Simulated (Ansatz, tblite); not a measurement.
Removing an electron: the cluster Cd₃⁻ (the lowest doublet isomer of a short search). The state is a doublet with charge -1. Geometry: r2SCAN/def2-TZVPD. Ansatz, gas phase; energy differences of separate SCF runs; the oxidised species is a singlet (the triplet lies 2.37 eV higher at PBE0/def2-TZVPD).

```tsv
atom	x (Å)	y (Å)	z (Å)
Cd1	0.0193	1.0382	-1.3536
Cd2	1.2936	-1.0803	0.2649
Cd3	-1.3128	0.0422	1.0887
```

In the def2 sets Cd takes a core potential; there is no spin–orbit coupling. The xTB rows come from tblite. Correlated methods freeze no core orbitals; core or outer-core shells of Cd are correlated, in sets that lack core-valence functions. The structure comes from a short search, and lower isomers may exist.

Estimate orbital energies and vertical ionisation energies at: GFN1-xTB; GFN2-xTB; HF/def2-TZVPD; PBE/def2-TZVPD; r2SCAN/def2-TZVPD; PBE0/def2-TZVPD; MP2/def2-TZVPD; CCSD/def2-TZVPD; CCSD(T)/def2-TZVPD.


```json
{"level": "GFN1-xTB", "−HOMO (eV)": "–", "vertical IE (eV)": "5.41", "−LUMO (eV)": "–", "HOMO–LUMO gap (eV)": "–", "remarks": "–"}
{"level": "GFN2-xTB", "−HOMO (eV)": "–", "vertical IE (eV)": "-1.77", "−LUMO (eV)": "–", "HOMO–LUMO gap (eV)": "–", "remarks": "–"}
{"level": "HF/def2-TZVPD", "−HOMO (eV)": "0.41", "vertical IE (eV)": "0.04", "−LUMO (eV)": "-4.32", "HOMO–LUMO gap (eV)": "4.73", "remarks": "–"}
{"level": "PBE/def2-TZVPD", "−HOMO (eV)": "-1.42", "vertical IE (eV)": "0.49", "−LUMO (eV)": "-1.86", "HOMO–LUMO gap (eV)": "0.44", "remarks": "HOMO above zero (-1 doublet)"}
{"level": "r2SCAN/def2-TZVPD", "−HOMO (eV)": "-1.12", "vertical IE (eV)": "0.62", "−LUMO (eV)": "-1.92", "HOMO–LUMO gap (eV)": "0.81", "remarks": "HOMO above zero (-1 doublet)"}
{"level": "PBE0/def2-TZVPD", "−HOMO (eV)": "-0.82", "vertical IE (eV)": "0.51", "−LUMO (eV)": "-2.32", "HOMO–LUMO gap (eV)": "1.50", "remarks": "HOMO above zero (-1 doublet)"}
{"level": "MP2/def2-TZVPD", "−HOMO (eV)": "–", "vertical IE (eV)": "0.32", "−LUMO (eV)": "–", "HOMO–LUMO gap (eV)": "–", "remarks": "–"}
{"level": "CCSD/def2-TZVPD", "−HOMO (eV)": "–", "vertical IE (eV)": "0.30", "−LUMO (eV)": "–", "HOMO–LUMO gap (eV)": "–", "remarks": "–"}
{"level": "CCSD(T)/def2-TZVPD", "−HOMO (eV)": "–", "vertical IE (eV)": "0.36", "−LUMO (eV)": "–", "HOMO–LUMO gap (eV)": "–", "remarks": "–"}
```

  A HOMO above zero means that the electron is unbound at that level or that self-interaction error raises the level; the energy of removing that electron tells which. HOMO and LUMO are the levels of the spin that leaves or enters (xTB has no such levels and no spin-polarisation term). Other spin states of the ions may lie lower, which would lower the ionisation energy or raise the affinity. Raw xTB energy differences between charge states are shifted by several eV; the methods need an empirical correction for them.
